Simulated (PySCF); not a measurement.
Species: (F)3Sn-O-SiH3.
Cartesian coordinates in Å at the PBE0-D3(BJ)/def2-SVP level; atoms count from 1:
```xyz
9
F3H3OSiSn angstrom
Sn    -0.6897    0.2237    1.4454
F      0.5755    1.5195    2.0515
F     -0.3638   -1.3983    2.3970
F     -2.4378    0.8092    1.9257
O     -0.5688   -0.0149   -0.4608
Si     0.6466   -0.2507   -1.5949
H     -0.0145   -0.3051   -2.9265
H      1.6222    0.8774   -1.5448
H      1.3631   -1.5303   -1.3183
```

The calculation used TDDFT CAM-B3LYP/def2-SVPD, vertical, gas phase, core orbitals frozen in the response, def2 core potentials past Kr in PySCF. Spin–orbit coupling is left out.

Kohn–Sham orbitals with the atoms that hold most of them (Löwdin shares over 4%, at most four atoms; ? is withheld):

```json
{"orbital": "HOMO-3", "ε (eV)": "-13.21", "atoms": "O5 53%, Si6 19%, H7 12%, F2 5%"}
{"orbital": "HOMO-2", "ε (eV)": "-13.15", "atoms": "O5 53%, Si6 20%, H8 8%, H9 7%"}
{"orbital": "HOMO-1", "ε (eV)": "-11.19", "atoms": "?"}
{"orbital": "HOMO", "ε (eV)": "?", "atoms": "?"}
{"orbital": "LUMO", "ε (eV)": "-2.50", "atoms": "Sn1 36%, O5 17%, F4 14%, F3 14%"}
{"orbital": "LUMO+1", "ε (eV)": "0.65", "atoms": "Si6 31%, Sn1 17%, O5 11%, H9 9%"}
{"orbital": "LUMO+2", "ε (eV)": "0.87", "atoms": "Si6 31%, Sn1 19%, O5 10%, H7 8%"}
```

Which atoms hold the HOMO-1, and with what shares?

Si6 (bonded to O and 3 H) 30%; O5 (bonded to Si and Sn) 27%; H7 (bonded to Si) 24%; H8 (bonded to Si) 8%. By element: hydrogen 32% or more, silicon 30%, oxygen 27%.

Which atoms hold the HOMO, and with what shares?

O5 (bonded to Si and Sn) 32%; Si6 (bonded to O and 3 H) 28%; H9 (bonded to Si) 18%; H8 (bonded to Si) 18%. By element: hydrogen 36% or more, oxygen 32%, silicon 28%.

What is the HOMO energy, and the HOMO–LUMO gap?

ε(HOMO) = -11.03 eV; the gap is 8.53 eV (0.3135 hartree).

How does S1 compare with the orbital gap of 8.53 eV?

S1 is at 5.29 eV (f = 0.0075), 3.24 eV below the gap, made of HOMO→LUMO (88%), HOMO-2→LUMO (8%). 

Give energy, strength and leading configuration of S1 and S2, and follow the Löwdin shares of the leading atoms from the occupied to the empty orbital.

- S1 (5.29 eV, f 0.0075), HOMO→LUMO (88%): O5 32% → 17%, Si6 28% → at most 14%, Sn1 at most 4% → 36%
- S2 (5.68 eV, f 0.037), HOMO-1→LUMO (87%): Si6 30% → at most 14%, O5 27% → 17%, Sn1 at most 9% → 36%
